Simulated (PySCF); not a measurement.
C⁻ (carbon, charge -1): UHF calculation

Configuration: [He] 2s2 2p3, high-spin 4S determinant. Computed with PySCF 2.14 in x2c-TZVPPall with one added diffuse shell each of s, p, d type (6s4p3d1f, 40 functions), with scalar relativity by spin-free X2C-1e.

```
Total energy                        : -37.724045 hartree
One-electron energy                 : -52.5663 hartree
Hartree (Coulomb) energy            : 20.1108 hartree
Exchange energy                     : -5.2685 hartree
⟨S²⟩                                : 3.7569
⟨L²⟩                                : 0.000
Sum of ⟨r⟩                          : 10.33 bohr
Sum of ⟨r²⟩                         : 25.96 bohr²
Langevin diamagnetic susceptibility : -20.6 ×10⁻⁶ cm³/mol
```

| shell | electrons | mean orbital energy (eV) | rms radius, mean of both spins (bohr) |
| --- | --- | --- | --- |
| 1s α | 1 | -298.76 | 0.312 |
| 1s β | 1 | -297.44 | 0.312 |
| 2s α | 1 | -14.303 | 1.91 |
| 2s β | 1 | -5.791 | 1.91 |
| 2p α | 3 | -2.117 | 2.48 |

Spin-orbit constants ζ (cm⁻¹) from the X2C one-electron operator on these orbitals: bare nucleus, nucleus screened by l(l+1)(2l+1)/3 electrons, and screened by the Breit-Pauli mean field of the electrons.

| shell | bare | screened nucleus | mean field |
| --- | --- | --- | --- |
| 2p | 43.55 | 29.03 | 22.64 |
